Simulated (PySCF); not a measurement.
PySCF input for SnCl3, SMILES [Sn]([Cl])([Cl])[Cl], multiplicity 2, C-PCM-ωB97X/def2-SVP. Geometry: PBE0-D3(BJ)/def2-SVP. The spin state was assumed, not searched. The isomer is the one that the SMILES or the coordinates give; other isomers of the formula were not compared. The def2 effective core potentials stand for the cores of Sn; spin–orbit coupling is left out.

```python
import numpy as np
from pyscf import gto, scf, dft
from pyscf.solvent import pcm

mol = gto.M(
    atom='''
    Sn   -0.00000000    0.00000000    0.43167882
    Cl    1.90604546    1.10045586   -0.42321453
    Cl    0.00000001   -2.20091172   -0.42321453
    Cl   -1.90604546    1.10045585   -0.42321453
    ''',
    basis='def2-SVP',
    ecp={'Sn': 'def2-svp'},
    charge=0,
    spin=1,
    max_memory=1600,
    verbose=3,
)
mf = dft.UKS(mol, xc='wb97x').density_fit(auxbasis='def2-universal-jkfit')
mf.grids.level = 3
mf.conv_tol = 1e-9
mf.max_cycle = 100
mf.kernel()
fine, coarse = mf.grids, dft.Grids(mol).set(level=1).build(with_non0tab=True)
for _ in range(3):  # follow internal instabilities
    mf.grids = coarse
    mo, _, stable, _ = mf.stability(return_status=True, nroots=4)
    mf.grids = fine
    if stable:
        break
    mf.kernel(mf.make_rdm1(mo, mf.mo_occ))
res = {}
for name, eps in {'water': 78.355, 'dimethylsulfoxide': 46.826, 'acetone': 20.493}.items():
    s = mf.PCM()
    s.with_solvent.method, s.with_solvent.eps, s.with_solvent.lebedev_order = 'C-PCM', eps, 29
    s.kernel(mf.make_rdm1())
    res[name] = (s.e_tot, eps, s.dip_moment(), s.mo_energy, s.converged)
    print(f'{name}: electrostatic solvation free energy {(s.e_tot - mf.e_tot) * 627.509474:.3f} kcal/mol')
```

Output:

```

WARN: HOMO -0.729453866113083 >= LUMO -0.729453866113084

converged SCF energy = -1594.60883129174  <S^2> = 0.75805807  2S+1 = 2.0080419
<class 'pyscf.df.df_jk.DFUKS'> wavefunction is stable in the internal stability analysis

WARN: PCM is an experimental feature. It is still in testing.
Features and APIs may be changed in the future.

converged SCF energy = -1594.61536932005  <S^2> = 0.7574789  2S+1 = 2.007465
Dipole moment(X, Y, Z, Debye): -0.00000, -0.00046,  3.02629
water: electrostatic solvation free energy -4.103 kcal/mol

WARN: PCM is an experimental feature. It is still in testing.
Features and APIs may be changed in the future.

converged SCF energy = -1594.61530090871  <S^2> = 0.75748464  2S+1 = 2.0074707
Dipole moment(X, Y, Z, Debye): -0.00000, -0.00045,  3.01798
dimethylsulfoxide: electrostatic solvation free energy -4.060 kcal/mol

WARN: PCM is an experimental feature. It is still in testing.
Features and APIs may be changed in the future.

converged SCF energy = -1594.61508411144  <S^2> = 0.75750289  2S+1 = 2.0074889
Dipole moment(X, Y, Z, Debye): -0.00000, -0.00044,  2.99170
acetone: electrostatic solvation free energy -3.924 kcal/mol
```

Self-consistency was reached.
